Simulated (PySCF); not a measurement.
Si(All)(Cl)2(F) (C3H5Cl2FSi), SMILES C=CC[Si](F)(Cl)Cl.

Geometry optimised at r2SCAN-D4/def2-SVP. Other conformers were not sampled.

Calculation: PBE/def2-TZVP (PySCF).

```yaml
total_energy: -1426.57574 hartree
highest_occupied_level: -6.54 eV
lowest_empty_level: -1.37 eV
orbital_gap: 5.17 eV
dipole_moment: 1.92 D
quadrupole, principal values (traceless, Buckingham form, about the centre of nuclear charge): -2.70, 0.68, 2.02 D·Å
```
